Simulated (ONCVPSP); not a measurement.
**indium (In): one change to an ONCV potential, before and after**

ONCVPSP 4.0.1 input, shortened (lines: element, Z, core and valence counts, functional; n l f; lmax; l rc ep ncon nbas qcut; lloc lpopt rc5 dvloc0; l nproj debl; icmod fcfact rcfact), PBE, fully relativistic:

```
  In 49.00    6    5        4      upf
    1    0    2.00
    2    0    2.00
    2    1    6.00
    3    0    2.00
    3    1    6.00
    3    2   10.00
    4    0    2.00
    4    1    6.00
    4    2   10.00
    5    0    1.50
    5    1    1.50
    2
    0    1.50    0.00    4    8    7.90
    1    1.40    0.00    4    9    9.20
    2    1.50    0.00    4    9    9.10
    4    4    1.15    6.00
    0    2    3.30
    1    2    3.20
    2    2    3.50
    0    0.00    0.00
```

Open shells are filled in proportion to 2j + 1.

All-electron outer shells of the reference configuration (PBE, scalar-relativistic, ld1.x):

```tsv
shell	level (eV)	outermost node (bohr)	outermost maximum (bohr)
3p	-649.99	0.14	0.31
3d	-433.56	–	0.26
4s	-120.52	0.41	0.77
4p	-78.99	0.42	0.82
4d	-19.45	0.40	0.94
5s	-8.73	1.02	2.13
5p	-2.88	1.14	2.81
```

Change: s: qcut 11.5; p: qcut 13.4; d: qcut 13.3.

Cutoffs: the cutoffs (Ha) at which the residual kinetic energy of the hardest occupied pseudo-wave falls to 1 and 0.1 mHa per electron; they do not see the model core or the augmentation charge, which bear on the density cutoff. Errors are all-electron minus pseudo energies relative to the spin-unpolarised reference configuration.

How do hardness, ghosts and transferability respond?

The potential gets harder (33 Ha and 38 Ha → 45 Ha and 56 Ha); of the 4 tests that both files solve, the error grows in 0 and shrinks in 1 by more than 15 % and 0.3 meV (median size 0.3 → 0.4 meV); neither file shows a bound ghost.

```csv
quantity,base,changed
"cutoff, loose",33 Ha,45 Ha
"cutoff, tight",38 Ha,56 Ha
loose cutoff by channel,"s 23 Ha, p 23 Ha, d 33 Ha","s 38 Ha, p 45 Ha, d 44 Ha"
bound ghosts,none,none
GHOST(+) flags under 300 eV,none,none
"error for 4s2 4p6 4d10 5s2 5p1, meV [ΔE -2.88 eV]",0.0,0.0
"error for 4s2 4p6 4d10 5s2 5p0, meV [ΔE 2.50 eV]",+0.4,+0.3
"error for 4s2 4p6 4d10 5s1 5p0, meV [ΔE 21.73 eV]",+0.2,+0.5
"error for 4s2 4p5 4d10 5s2 5p1, meV [ΔE 82.90 eV]",-54,-14
s: phases at 1.52 bohr within 0.05 rad from the reference energy up to (Ha; the scan ends near 5),to the end of the scan,to the end of the scan
p3/2: phases at 1.42 bohr within 0.05 rad from the reference energy up to (Ha; the scan ends near 5),to the end of the scan,to the end of the scan
p1/2: phases at 1.42 bohr within 0.05 rad from the reference energy up to (Ha; the scan ends near 5),to the end of the scan,to the end of the scan
d5/2: phases at 1.52 bohr within 0.05 rad from the reference energy up to (Ha; the scan ends near 5),to the end of the scan,to the end of the scan
d3/2: phases at 1.52 bohr within 0.05 rad from the reference energy up to (Ha; the scan ends near 5),to the end of the scan,to the end of the scan
```
